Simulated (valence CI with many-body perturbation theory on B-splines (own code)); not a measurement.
# Zr19+: one-electron terms

Method: valence CI with perturbative core correlation (CI+MBPT): three valence electrons over a frozen Dirac-Fock core [Ar], a basis of 9 s, 9 p, 10 d, 8 f, 5 g, 3 h, 1 i functions for each j, with the one-electron correlation potential Σ1 (screened to all orders), the two-electron term Σ2, the three-electron term Σ3, Breit, model QED; selected single and double excitations, second order for the rest (own B-spline code, finite nucleus).

No measured spectrum was set against this ion. As an estimate, terms of the open shell hold to 2 to 4 % of their energy, and close levels can change places. Core correlation moves these levels by up to 5900 cm⁻¹, and in measured spectra 5 to 20 % of such shifts remained as error; rates that hang on mixing are uncertain with them. Only levels of the ground parity were solved; by the run's estimate the other parity begins above the list, which can be wrong where configurations are misplaced.

These are the spectroscopic orbitals of the CI (the correlating ones are not listed), shaped by the core and the other valence electrons. h is the expectation value of the core's Dirac-Fock operator, without the valence repulsion; Σ1 is computed up to l = 3 at one energy for each symmetry, that of its lowest orbital but kept below the first core excitation, so for empty shells it is not the orbital's own correlation shift; Breit and QED include the response of the core.

| Orbital | h (hartree) | Σ1 (cm⁻¹) | Breit (cm⁻¹) | QED (cm⁻¹) | ⟨r⟩ (bohr) |
| --- | --- | --- | --- | --- | --- |
| 4s1/2 | -20.228 | -7338 | 1157 | 828 | 0.8676 |
| 5s1/2 | -12.089 | -2630 | 541 | 391 | 1.448 |
| 6s1/2 | -8.0506 | -1280 | 292 | 213 | 2.181 |
| 4p1/2 | -19.107 | -8452 | 1811 | -68.3 | 0.8787 |
| 5p1/2 | -11.554 | -3071 | 874 | -32.1 | 1.476 |
| 6p1/2 | -7.7542 | -1507 | 482 | -17.5 | 2.227 |
| 4p3/2 | -18.889 | -8244 | 1144 | 11.1 | 0.8898 |
| 5p3/2 | -11.452 | -3034 | 551 | 5.9 | 1.490 |
| 6p3/2 | -7.6982 | -1496 | 313 | 3.4 | 2.244 |
| 3d3/2 | -33.806 | -21976 | 2047 | -288 | 0.3801 |
| 4d3/2 | -17.184 | -8080 | 684 | -70.3 | 0.8850 |
| 5d3/2 | -10.657 | -3202 | 339 | -32.7 | 1.519 |
| 3d5/2 | -33.672 | -21597 | 703 | -203 | 0.3823 |
| 4d5/2 | -17.141 | -7990 | 281 | -45.7 | 0.8877 |
| 5d5/2 | -10.636 | -3163 | 139 | -20.9 | 1.522 |
| 4f5/2 | -15.634 | -14251 | -9.5 | -32.2 | 0.8338 |
| 5f5/2 | -9.9607 | -6163 | -5.5 | -16.7 | 1.495 |
| 4f7/2 | -15.624 | -13658 | -116 | -24.8 | 0.8347 |
| 5f7/2 | -9.9545 | -5887 | -56.5 | -12.7 | 1.496 |
| 5g7/2 | -9.637 |  | -1.2 | -2.6 | 1.364 |
| 5g9/2 | -9.6347 |  | -8.3 | -0.8 | 1.365 |

Among the shells of the start configuration 3d3, Σ1 is largest in size for 3d3/2, where it is 0.30 % of h.

Lowest root of each symmetry, sizes in configuration state functions:

```
   J  Parity  Roots  Reference  Variational  Second order  Change by selected CI (cm⁻¹)  Change by second order (cm⁻¹)
 1/2    even      2         43         3430          1859                         -4975                              0
 3/2    even      5         71         6466          6837                         -3531                              0
 5/2    even      5         79         7830         10524                         -3338                             -1
 7/2    even      3         66         7651          7314                         -3341                             -1
 9/2    even      3         49         6805          1854                         -3529                             -1
11/2    even      1         25         4768          2100                         -5442                             -2
```
